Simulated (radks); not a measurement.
Q: Ionisation of the gallium ion Ga3+, [Ar] 3d10, to [Ar] 3d9 as the strength of local exchange is varied. Calculated with a radial shooting solver on a logarithmic mesh with Libxc functionals: Dirac Kohn-Sham, Slater X-alpha exchange (alpha = 2/3 is LDA exchange), no correlation, spin-unpolarised, spherical densities, finite nucleus; Fermi nuclear charge, rms radius 3.9973 fm.

alpha  E(Ga3+) (hartree)  exchange (hartree)  IE (eV)  -e of the level emptied (eV)  <r> of it (bohr)
0.667        -1936.43200           -69.24739   62.157                50.847 (3d5/2)            0.7923
0.73         -1942.98387           -76.04876   64.210                52.738 (3d5/2)            0.7833
0.808        -1951.12685           -84.53128   66.812                55.140 (3d5/2)            0.7725
0.918        -1962.66901           -96.60964   70.592                58.645 (3d5/2)            0.7580
0.991        -1970.36650          -104.69987   73.171                61.046 (3d5/2)            0.7488
?            -1963.19528           -97.16187   70.767                58.808 (3d5/2)            0.7573

Which alpha was used in the last row?

A: alpha = 0.923. NIST Atomic Spectra Database: 63.24 eV (measured). The Delta-SCF value meets it near alpha = 0.70. Spin polarisation and multiplet splitting are left out, so open shells lie too high by an amount that depends on their filling.

Beside tabulated values, note that spin-unpolarised runs miss the spin-polarisation part of the exchange energy of open shells.
